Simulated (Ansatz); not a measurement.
Al₅Ru₂⁻. Total charge -1; triplet. Geometry PBE-D4/def2-SVPD; atoms count from 1.

```xyz
7

Ru   -0.5508    0.0495   -0.1739
Ru    2.1517    0.1975   -0.0325
Al   -1.9977   -1.7763   -0.4690
Al   -2.2360    1.0779    1.0977
Al    1.0566   -0.8574   -1.8491
Al    0.8065    2.1399   -0.2036
Al    0.7695   -0.8309    1.6303
```

In the def2 sets Ru takes a core potential; there is no spin–orbit coupling. The charge -1 triplet is spin-contaminated (final ⟨S²⟩ up to 2.15, 2.00 for a pure state). At PBE0-D4/def2-TZVPD a broken-symmetry singlet of charge -1 lies 0.12 eV below the triplet, each at its own geometry. The structure comes from a short search, and lower isomers may exist.

(1) Estimate the Mulliken populations from the PBE0/def2-TZVPD orbitals of Ansatz.

(2) Where does the spin sit?

(3) And the Mayer bond orders between heavy atoms (over 0.3)?

Answers

(1) 
```json
{"atom": "Ru1", "charge (e)": "0.74", "spin (α − β)": "0.13", "d electrons": "7.33"}
{"atom": "Ru2", "charge (e)": "-0.08", "spin (α − β)": "0.16", "d electrons": "7.44"}
{"atom": "Al3", "charge (e)": "-0.38", "spin (α − β)": "0.40", "d electrons": "–"}
{"atom": "Al4", "charge (e)": "-0.38", "spin (α − β)": "0.40", "d electrons": "–"}
{"atom": "Al5", "charge (e)": "-0.32", "spin (α − β)": "0.24", "d electrons": "–"}
{"atom": "Al6", "charge (e)": "-0.32", "spin (α − β)": "0.24", "d electrons": "–"}
{"atom": "Al7", "charge (e)": "-0.25", "spin (α − β)": "0.43", "d electrons": "–"}
```
Mulliken values depend strongly on the basis. With diffuse functions, as here, like atoms can get unlike values, and bond orders can come out too low or too high.

(2) Summed by element: Ru 0.28, Al 1.72, of 2 unpaired in all. Largest on single atoms: Al7 0.43, Al3 0.40, Al4 0.40.

(3) Ru1–Ru2 0.66 (2.71 Å); Ru1–Al3 0.55 (2.35 Å); Ru1–Al4 0.55 (2.35 Å); Ru1–Al7 0.73 (2.40 Å); Ru2–Al5 1.21 (2.37 Å); Ru2–Al6 1.21 (2.37 Å); Ru2–Al7 1.04 (2.39 Å); Al3–Al4 0.34 (3.26 Å).
